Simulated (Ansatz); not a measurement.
CH$_{4}$BBrOSi (`BrB1C[SiH2]O1`), relaxed with RKS PBE0-D4/def2-TZVP in Ansatz from a PBE-D4/def2-SVP geometry. The force threshold is 0.005 eV/Å; the program also tests the step.

Charge 0, multiplicity 1.

Start:

```xyz
9

Br   -2.174   -0.829    1.985
B    -0.772   -0.484    0.713
C    -0.221    0.913    0.150
Si    0.884   -0.304   -0.771
O    -0.055   -1.495    0.121
H     0.251    1.578    0.899
H    -0.944    1.503   -0.447
H     2.335   -0.395   -0.400
H     0.696   -0.486   -2.249
```

```tsv
step	energy (eV)	largest force (eV/Å)	largest move (Å)
1	-81738.6456	0.779	0.000
2	-81738.6873	0.567	0.019
3	-81738.7009	0.072	0.017
4	-81738.7010	0.029	0.002
5	-81738.7011	0.007	0.001
6	-81738.7011	0.007	0.001
7	-81738.7011	0.002	0.002
```

End:

```xyz
9

Br   -2.158   -0.827    1.966
B    -0.763   -0.476    0.704
C    -0.214    0.909    0.143
Si    0.868   -0.311   -0.756
O    -0.041   -1.469    0.112
H     0.249    1.558    0.886
H    -0.931    1.488   -0.439
H     2.304   -0.389   -0.398
H     0.686   -0.484   -2.217
```

It took 33 s on 4 threads of a server CPU on a shared host, with 0.61 GiB of host memory at the peak.
